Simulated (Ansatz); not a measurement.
A short molecular-dynamics run on `FC=[Se]`.

```yaml
crystal:
  periodic: [false, false, false]
  atoms:
    - {symbol: F, position_ang: [-1.157296, -0.388769, 0.508071]}
    - {symbol: C, position_ang: [-0.048794, 0.047445, -0.059029]}
    - {symbol: Se, position_ang: [1.538974, -0.538522, 0.322884]}
    - {symbol: H, position_ang: [-0.277484, 0.819547, -0.792326]}
basis:
  gaussian: {orbitals: def2-SVP}
hamiltonian: {xc: {name: PBE}}
md: {timestep: 1 fs, n_steps: 30, ensemble: nve, temperature: 700, initial_velocities: maxwell_boltzmann, seed: 721}
```

```sh
$ ansatz run in.yaml --threads 2 --pin off --events-out ev --progress --plain --max-ram 4352MiB
```

```
step  time (fs)  potential energy (eV)  kinetic (eV)  T (K)  conserved (eV)
   0        0.0            -69094.2253        0.1810    700     -69094.0444
   1        1.0            -69094.2283        0.1834    709     -69094.0449
   2        2.0            -69094.2002        0.1567    606     -69094.0435
   3        3.0            -69094.1614        0.1195    462     -69094.0419
   4        4.0            -69094.1361        0.0948    367     -69094.0413
   5        5.0            -69094.1334        0.0914    354     -69094.0420
   6        6.0            -69094.1423        0.0987    382     -69094.0436
   7        7.0            -69094.1396        0.0952    368     -69094.0445
   8        8.0            -69094.1147        0.0717    277     -69094.0430
   9        9.0            -69094.0911        0.0505    195     -69094.0406
  10       10.0            -69094.1015        0.0600    232     -69094.0415
  11       11.0            -69094.1338        0.0896    346     -69094.0442
  12       12.0            -69094.1486        0.1038    402     -69094.0448
  13       13.0            -69094.1353        0.0920    356     -69094.0433
  14       14.0            -69094.1147        0.0729    282     -69094.0417
  15       15.0            -69094.1105        0.0692    268     -69094.0413
  16       16.0            -69094.1297        0.0875    338     -69094.0422
  17       17.0            -69094.1584        0.1146    443     -69094.0438
  18       18.0            -69094.1719        0.1272    492     -69094.0446
  19       19.0            -69094.1598        0.1169    452     -69094.0430
  20       20.0            -69094.1475        0.1067    413     -69094.0408
  21       21.0            -69094.1645        0.1226    474     -69094.0420
  22       22.0            -69094.1946        0.1500    580     -69094.0446
  23       23.0            -69094.2005        0.1557    602     -69094.0449
  24       24.0            -69094.1767        0.1334    516     -69094.0433
  25       25.0            -69094.1456        0.1038    402     -69094.0418
  26       26.0            -69094.1296        0.0881    341     -69094.0416
  27       27.0            -69094.1330        0.0904    350     -69094.0426
  28       28.0            -69094.1403        0.0960    371     -69094.0442
  29       29.0            -69094.1271        0.0823    318     -69094.0448
  30       30.0            -69094.0876        0.0450    174     -69094.0427
```

Velocities are drawn at the set temperature; a run this short doesn't reach equilibrium.

Frames (Å, forces in eV/Å):

```xyz
4
time=0.0 fs
F    -1.157   -0.389    0.508   -0.560   -0.189    0.255
C    -0.049    0.047   -0.059   -0.065   -0.086    0.093
Se    1.539   -0.539    0.323    0.751   -0.241    0.145
H    -0.277    0.820   -0.792   -0.126    0.516   -0.493
4
time=1.0 fs
F    -1.162   -0.389    0.507   -0.337   -0.135    0.273
C    -0.044    0.051   -0.053   -0.666    0.387   -0.606
Se    1.540   -0.539    0.323    0.786   -0.200    0.180
H    -0.310    0.812   -0.828    0.216   -0.052    0.152
4
time=2.0 fs
F    -1.167   -0.390    0.507   -0.118   -0.073    0.283
C    -0.041    0.056   -0.048   -1.221    0.698   -1.204
Se    1.541   -0.539    0.323    0.802   -0.156    0.208
H    -0.341    0.803   -0.862    0.537   -0.469    0.714
4
time=3.0 fs
F    -1.171   -0.391    0.506    0.083   -0.007    0.288
C    -0.038    0.060   -0.044   -1.638    0.767   -1.578
Se    1.542   -0.540    0.322    0.780   -0.104    0.224
H    -0.366    0.790   -0.889    0.775   -0.656    1.065
4
time=4.0 fs
F    -1.176   -0.392    0.506    0.254    0.057    0.293
C    -0.036    0.066   -0.041   -1.870    0.605   -1.696
Se    1.543   -0.540    0.322    0.714   -0.041    0.229
H    -0.384    0.771   -0.906    0.902   -0.622    1.174
4
time=5.0 fs
F    -1.181   -0.392    0.505    0.390    0.117    0.299
C    -0.037    0.072   -0.040   -1.894    0.236   -1.546
Se    1.544   -0.540    0.322    0.600    0.036    0.221
H    -0.393    0.745   -0.911    0.904   -0.389    1.025
4
time=6.0 fs
F    -1.185   -0.393    0.505    0.490    0.175    0.302
C    -0.038    0.078   -0.039   -1.701   -0.326   -1.107
Se    1.546   -0.541    0.322    0.444    0.123    0.204
H    -0.394    0.716   -0.907    0.767    0.027    0.602
4
time=7.0 fs
F    -1.189   -0.394    0.505    0.563    0.235    0.292
C    -0.041    0.084   -0.040   -1.320   -1.036   -0.399
Se    1.547   -0.541    0.322    0.257    0.217    0.178
H    -0.388    0.688   -0.897    0.499    0.584   -0.072
4
time=8.0 fs
F    -1.193   -0.394    0.505    0.619    0.300    0.262
C    -0.045    0.089   -0.041   -0.851   -1.754    0.412
Se    1.548   -0.542    0.322    0.059    0.307    0.151
H    -0.376    0.665   -0.888    0.174    1.147   -0.824
4
time=9.0 fs
F    -1.197   -0.394    0.506    0.662    0.371    0.207
C    -0.050    0.092   -0.042   -0.469   -2.225    0.952
Se    1.550   -0.542    0.322   -0.132    0.383    0.126
H    -0.363    0.652   -0.887   -0.061    1.471   -1.285
4
time=10.0 fs
F    -1.200   -0.395    0.506    0.694    0.439    0.134
C    -0.055    0.094   -0.041   -0.296   -2.236    0.882
Se    1.551   -0.542    0.322   -0.303    0.439    0.107
H    -0.351    0.654   -0.897   -0.095    1.359   -1.124
4
time=11.0 fs
F    -1.203   -0.394    0.507    0.708    0.496    0.054
C    -0.060    0.094   -0.041   -0.273   -1.845    0.268
Se    1.552   -0.542    0.322   -0.454    0.474    0.094
H    -0.339    0.669   -0.919    0.019    0.875   -0.416
4
time=12.0 fs
F    -1.206   -0.394    0.507    0.699    0.536   -0.024
C    -0.065    0.093   -0.039   -0.244   -1.305   -0.499
Se    1.554   -0.543    0.322   -0.592    0.495    0.082
H    -0.327    0.693   -0.945    0.137    0.274    0.441
4
time=13.0 fs
F    -1.208   -0.393    0.508    0.663    0.557   -0.090
C    -0.071    0.090   -0.039   -0.115   -0.828   -1.097
Se    1.555   -0.543    0.322   -0.723    0.506    0.067
H    -0.314    0.719   -0.966    0.176   -0.235    1.120
4
time=14.0 fs
F    -1.210   -0.393    0.508    0.602    0.556   -0.139
C    -0.077    0.087   -0.039    0.119   -0.502   -1.407
Se    1.556   -0.543    0.322   -0.850    0.511    0.047
H    -0.299    0.742   -0.977    0.129   -0.565    1.499
4
time=15.0 fs
F    -1.211   -0.391    0.509    0.519    0.534   -0.170
C    -0.083    0.084   -0.040    0.429   -0.347   -1.424
Se    1.557   -0.543    0.322   -0.969    0.511    0.023
H    -0.283    0.760   -0.974    0.021   -0.698    1.571
4
time=16.0 fs
F    -1.213   -0.390    0.509    0.424    0.496   -0.185
C    -0.088    0.080   -0.043    0.781   -0.378   -1.156
Se    1.558   -0.543    0.322   -1.078    0.504   -0.006
H    -0.267    0.772   -0.955   -0.127   -0.621    1.348
4
time=17.0 fs
F    -1.214   -0.388    0.509    0.327    0.442   -0.189
C    -0.093    0.076   -0.046    1.143   -0.619   -0.608
Se    1.559   -0.542    0.322   -1.170    0.488   -0.039
H    -0.252    0.778   -0.923   -0.300   -0.312    0.836
4
time=18.0 fs
F    -1.215   -0.386    0.509    0.235    0.376   -0.185
C    -0.097    0.071   -0.050    1.482   -1.059    0.163
Se    1.560   -0.542    0.322   -1.240    0.463   -0.076
H    -0.240    0.780   -0.884   -0.477    0.219    0.097
4
time=19.0 fs
F    -1.215   -0.384    0.509    0.155    0.296   -0.173
C    -0.099    0.065   -0.054    1.747   -1.551    0.946
Se    1.560   -0.542    0.322   -1.282    0.425   -0.113
H    -0.233    0.785   -0.843   -0.620    0.830   -0.660
4
time=20.0 fs
F    -1.216   -0.382    0.509    0.087    0.200   -0.151
C    -0.100    0.059   -0.057    1.872   -1.764    1.378
Se    1.560   -0.542    0.322   -1.286    0.370   -0.145
H    -0.231    0.798   -0.809   -0.673    1.195   -1.081
4
time=21.0 fs
F    -1.217   -0.379    0.509    0.034    0.086   -0.117
C    -0.100    0.050   -0.059    1.813   -1.401    1.228
Se    1.561   -0.541    0.323   -1.248    0.298   -0.169
H    -0.236    0.822   -0.785   -0.599    1.017   -0.942
4
time=22.0 fs
F    -1.217   -0.377    0.509    0.001   -0.038   -0.078
C    -0.098    0.041   -0.060    1.581   -0.537    0.669
Se    1.561   -0.541    0.322   -1.169    0.214   -0.181
H    -0.246    0.856   -0.771   -0.413    0.361   -0.410
4
time=23.0 fs
F    -1.218   -0.375    0.509   -0.007   -0.162   -0.040
C    -0.095    0.031   -0.060    1.239    0.466    0.071
Se    1.560   -0.540    0.322   -1.056    0.122   -0.184
H    -0.261    0.893   -0.760   -0.177   -0.427    0.153
4
time=24.0 fs
F    -1.219   -0.372    0.508    0.013   -0.279   -0.011
C    -0.091    0.022   -0.060    0.852    1.306   -0.333
Se    1.560   -0.540    0.322   -0.919    0.030   -0.179
H    -0.277    0.926   -0.747    0.054   -1.056    0.523
4
time=25.0 fs
F    -1.219   -0.370    0.508    0.053   -0.391    0.013
C    -0.087    0.014   -0.061    0.465    1.866   -0.496
Se    1.560   -0.540    0.322   -0.766   -0.060   -0.170
H    -0.293    0.950   -0.730    0.248   -1.414    0.654
4
time=26.0 fs
F    -1.220   -0.368    0.508    0.103   -0.499    0.034
C    -0.082    0.007   -0.062    0.112    2.126   -0.446
Se    1.559   -0.539    0.322   -0.604   -0.146   -0.157
H    -0.306    0.959   -0.707    0.389   -1.481    0.568
4
time=27.0 fs
F    -1.220   -0.366    0.508    0.152   -0.605    0.057
C    -0.076    0.002   -0.063   -0.173    2.078   -0.208
Se    1.559   -0.539    0.322   -0.441   -0.225   -0.142
H    -0.316    0.955   -0.678    0.462   -1.247    0.292
4
time=28.0 fs
F    -1.221   -0.365    0.507    0.194   -0.705    0.082
C    -0.071   -0.001   -0.065   -0.357    1.700    0.202
Se    1.558   -0.538    0.322   -0.283   -0.297   -0.124
H    -0.321    0.938   -0.646    0.446   -0.697   -0.160
4
time=29.0 fs
F    -1.221   -0.364    0.507    0.230   -0.789    0.104
C    -0.067   -0.004   -0.066   -0.425    1.022    0.743
Se    1.558   -0.538    0.322   -0.134   -0.361   -0.105
H    -0.322    0.915   -0.615    0.330    0.128   -0.742
4
time=30.0 fs
F    -1.222   -0.363    0.507    0.267   -0.844    0.115
C    -0.062   -0.005   -0.067   -0.429    0.254    1.279
Se    1.557   -0.538    0.322    0.007   -0.419   -0.081
H    -0.320    0.893   -0.592    0.156    1.009   -1.313
```

It took 19 s on 2 threads of an Arm Neoverse V1 on a shared host, with 0.25 GiB of host memory at the peak.
